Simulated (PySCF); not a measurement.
Fill in the blanks.

Compound: TaOCl3 (singlet state).
SMILES: `[O]=[Ta]([Cl])([Cl])[Cl]`

```tsv
property	level	value
point group	PBE0-D3(BJ)/def2-SVP	C3v
rotational constants A, B, C	PBE0-D3(BJ)/def2-SVP	?
dipole moment	B3LYP/def2-SVPD	1.57 D
HOMO energy	B3LYP/def2-SVPD	?
LUMO energy	B3LYP/def2-SVPD	?
lowest singlet excitation	TDDFT B3LYP/def2-SVPD	?
strongest line among the 10 lowest singlet transitions	TDDFT B3LYP/def2-SVPD	?
lowest triplet excitation (Tamm–Dancoff)	TDA B3LYP/def2-SVPD	?
static isotropic polarisability	B3LYP/def2-SVPD	?
```

The electronic properties come from PySCF, for the isolated species, density fitting. Isolated species at its PBE0-D3(BJ)/def2-SVP geometry, gas phase. Atoms past krypton carry effective core potentials; spin–orbit coupling is left out.

Problem. Give the static isotropic polarisability.

Solution. 83.5 au.

Problem. Give the lowest triplet excitation (Tamm–Dancoff).

Solution. 5.00 eV.

Problem. Give the strongest line among the 10 lowest singlet transitions.

Solution. S7/S8 at 5.66 eV (219 nm, f = 0.068 summed over these states).

Problem. The lowest singlet excitation?

Solution. 5.12 eV (242 nm, f = 0.000).

Problem. What is the HOMO energy?

Solution. -9.60 eV.

Problem. The rotational constants A, B, C?

Solution. 1.504, 1.477, 1.001 GHz.

Problem. The LUMO energy?

Solution. -3.21 eV.

The rotational constants are those of an oblate symmetric top; the small spread among constants that symmetry makes equal is optimisation noise. The polarisability is 12.37 Å³ as a volume (1 au = 0.148185 Å³). With B = h/(8π²I), that is 505.379 GHz u Å² over I, the principal moments of inertia are 336.0, 342.2 and 504.9 u Å² (most abundant isotopes). No computed singlet falls in the visible range (750 to 380 nm, 1.65 to 3.26 eV); S1 lies 1.86 eV above its blue end. The dipole equals about 5.2 × 10⁻³⁰ C·m (1 D = 3.33564 × 10⁻³⁰ C·m).

For the TDDFT job (B3LYP/def2-SVPD), on one thread of an x86-64 server, on a shared host, this took 12 s wall.
